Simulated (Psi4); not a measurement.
C3H10GaN, singlet, geometry from GFN2-xTB (such geometries of metal compounds can be far from the true shape); PBE/6-311G** in Psi4.

Input for Psi4:
```
memory 2 GB

molecule mol {
0 1
Ga    0.124448    0.004206    0.368772
C    -0.089467   -1.120196    2.050856
H     0.877449   -1.504446    2.385259
H    -0.755015   -1.968025    1.874148
H    -0.501707   -0.521506    2.866891
C     1.215597    1.706697    0.128582
H     1.989006    1.569812   -0.631537
H     1.703655    1.991401    1.063674
H     0.578448    2.535681   -0.189951
N    -0.788553   -0.612472   -1.103531
C    -0.845683   -0.053430   -2.449063
H    -1.351199   -1.455510   -1.048818
H    -1.869493    0.216822   -2.733072
H    -0.458748   -0.755401   -3.196990
H    -0.233107    0.849649   -2.479065
}

set {
  basis 6-311g**
  reference rks
}

energy('pbe')
print_variables()
```

Problem. Predict the main parts of the log of this Psi4 run.

Solution. 
```
   => Loading Basis Set <=

    Name: 6-311G**
    Role: ORBITAL
    Keyword: BASIS

         ---------------------------------------------------------
                                   SCF
               by Justin Turney, Rob Parrish, Andy Simmonett
                          and Daniel G. A. Smith
                              RKS Reference
         ---------------------------------------------------------

  ==> Geometry <==

    Molecular point group: c1
    Full point group: C1

    Geometry (in Angstrom), charge = 0, multiplicity = 1:

       Center              X                  Y                   Z               Mass
    ------------   -----------------  -----------------  -----------------  -----------------
         GA           0.117626855502     0.011366552510     0.332931403026    68.925573500000
         C           -0.096288144498    -1.113035447490     2.015015403026    12.000000000000
         H            0.870627855502    -1.497285447490     2.349418403026     1.007825032230
         H           -0.761836144498    -1.960864447490     1.838307403026     1.007825032230
         H           -0.508528144498    -0.514345447490     2.831050403026     1.007825032230
         C            1.208775855502     1.713857552510     0.092741403026    12.000000000000
         H            1.982184855502     1.576972552510    -0.667377596974     1.007825032230
         H            1.696833855502     1.998561552510     1.027833403026     1.007825032230
         H            0.571626855502     2.542841552510    -0.225791596974     1.007825032230
         N           -0.795374144498    -0.605311447490    -1.139371596974    14.003074004430
         C           -0.852504144498    -0.046269447490    -2.484903596974    12.000000000000
         H           -1.358020144498    -1.448349447490    -1.084658596974     1.007825032230
         H           -1.876314144498     0.223982552510    -2.768912596974     1.007825032230
         H           -0.465569144498    -0.748240447490    -3.232830596974     1.007825032230
         H           -0.239928144498     0.856809552510    -2.514905596974     1.007825032230

  Running in c1 symmetry.

  Rotational constants: A =      0.14828  B =      0.07912  C =      0.05313 [cm^-1]
  Rotational constants: A =   4445.34785  B =   2371.93290  C =   1592.69039 [MHz]
  Nuclear repulsion =  358.162159536227023

  Charge       = 0
  Multiplicity = 1
  Electrons    = 66
  Nalpha       = 33
  Nbeta        = 33

  ==> Algorithm <==

  SCF Algorithm Type is DF.
  DIIS enabled.
  MOM disabled.
  Fractional occupation disabled.
  Guess Type is SAD.
  Energy threshold   = 1.00e-06
  Density threshold  = 1.00e-06
  Integral threshold = 1.00e-12

  ==> Primary Basis <==

  Basis Set: 6-311G**
    Blend: 6-311G**
    Number of shells: 90
    Number of basis functions: 176
    Number of Cartesian functions: 183
    Spherical Harmonics?: true
    Max angular momentum: 2

  ==> DFT Potential <==

   => LibXC <=

    Version 7.1.2
    S. Lehtola, C. Steigemann, M. J. T. Oliveira, and M. A. L. Marques,  SoftwareX 7, 1–5 (2018) (10.1016/j.softx.2017.11.002)

   => Composite Functional: PBE <=

    PBE GGA Exchange-Correlation Functional

    J.P. Perdew et. al., Phys. Rev. Lett., 77(18), 3865-3868, 1996

    Deriv               =              1
    GGA                 =           TRUE
    Meta                =          FALSE

    Exchange Hybrid     =          FALSE
    MP2 Hybrid          =          FALSE

   => Exchange Functionals <=

    1.0000     XC_GGA_X_PBE

   => Correlation Functionals <=

    1.0000     XC_GGA_C_PBE

   => LibXC Density Thresholds  <==

    XC_GGA_C_PBE:  1.00E-12
    XC_GGA_X_PBE:  1.00E-15

   => Molecular Quadrature <=

    Radial Scheme          =       TREUTLER
    Pruning Scheme         =           NONE
    Nuclear Scheme         =       TREUTLER

    Blocking Scheme        =         OCTREE
    BS radius alpha        =              1
    Pruning alpha          =              1
[...]
    Schwarz Cutoff:           1E-12
    Mask sparsity (%):       7.9352
    Fitting Condition:        1E-10

   => Auxiliary Basis Set <=

  Basis Set: (6-311G** AUX)
    Blend: CC-PVTZ-JKFIT
    Number of shells: 251
    Number of basis functions: 823
    Number of Cartesian functions: 1003
    Spherical Harmonics?: true
    Max angular momentum: 4

  Minimum eigenvalue in the overlap matrix is 3.9904669516E-03.
  Reciprocal condition number of the overlap matrix is 6.0266435568E-04.
    Using symmetric orthogonalization.

  ==> Pre-Iterations <==

  SCF Guess: Superposition of Atomic Densities via on-the-fly atomic UHF (no occupation information).

   -------------------------
    Irrep   Nso     Nmo
   -------------------------
     A        176     176
   -------------------------
    Total     176     176
   -------------------------

  ==> Iterations <==

                           Total Energy        Delta E     RMS |[F,P]|

   @DF-RKS iter SAD: -2095.64802704962813   -2.09565e+03   0.00000e+00
   @DF-RKS iter   1: -2096.70296648039357   -1.05494e+00   2.15484e-02 ADIIS/DIIS
   @DF-RKS iter   2: -2036.56042994301311    6.01425e+01   5.99286e-02 ADIIS/DIIS
   @DF-RKS iter   3: -2097.98194017814740   -6.14215e+01   9.26258e-03 ADIIS/DIIS
   @DF-RKS iter   4: -2098.70399964629860   -7.22059e-01   7.02088e-03 ADIIS/DIIS
   @DF-RKS iter   5: -2099.38318199233163   -6.79182e-01   1.82849e-03 ADIIS/DIIS
   @DF-RKS iter   6: -2099.41959640682080   -3.64144e-02   1.09292e-03 ADIIS/DIIS
   @DF-RKS iter   7: -2099.43424572933418   -1.46493e-02   3.34058e-04 ADIIS/DIIS
   @DF-RKS iter   8: -2099.43596604956974   -1.72032e-03   6.66040e-05 DIIS
   @DF-RKS iter   9: -2099.43602014522548   -5.40957e-05   2.18635e-05 DIIS
   @DF-RKS iter  10: -2099.43602772087888   -7.57565e-06   5.29576e-06 DIIS
   @DF-RKS iter  11: -2099.43602814617452   -4.25296e-07   1.68961e-06 DIIS
   @DF-RKS iter  12: -2099.43602818617092   -3.99964e-08   6.56036e-07 DIIS
  Energy and wave function converged.

  ==> Post-Iterations <==

   Electrons on quadrature grid:
      Ntotal   =   65.9999595164 ; deviation = -4.048e-05

    Orbital Energies [Eh]
    ---------------------

    Doubly Occupied:

[...]
    Virtual:

[...]
    Final Occupation by Irrep:
              A
    DOCC [    33 ]
    NA   [    33 ]
    NB   [    33 ]

  @DF-RKS Final Energy: -2099.43602818617092

   => Energetics <=

    Nuclear Repulsion Energy =            358.1621595362270227
    One-Electron Energy =               -3632.6222517246842472
    Two-Electron Energy =                1276.4755389423849010
    DFT Exchange-Correlation Energy =    -101.4514749400987057
    Empirical Dispersion Energy =           0.0000000000000000
    VV10 Nonlocal Energy =                  0.0000000000000000
    Total Energy =                      -2099.4360281861709154

Computation Completed

Properties will be evaluated at   0.000000,   0.000000,   0.000000 [a0]

Properties computed using the SCF density matrix

 Multipole Moments:

 ------------------------------------------------------------------------------------
     Multipole            Electronic (a.u.)      Nuclear  (a.u.)        Total (a.u.)
 ------------------------------------------------------------------------------------

 L = 1.  Multiply by 2.5417464519 to convert [e a0] to [Debye]
 Dipole X            :          0.7303940           -0.8507689           -0.1203749
 Dipole Y            :         -0.9865791            0.8930495           -0.0935296
 Dipole Z            :          4.2945547           -4.4701007           -0.1755459
 Magnitude           :                                                    0.2324958

 ------------------------------------------------------------------------------------

  Variable Map:
  ----------------------------------------------------------------------------
[...]
  Array Variable Map:
  ----------------------------------------------------------------------------
[...]
[...]
```
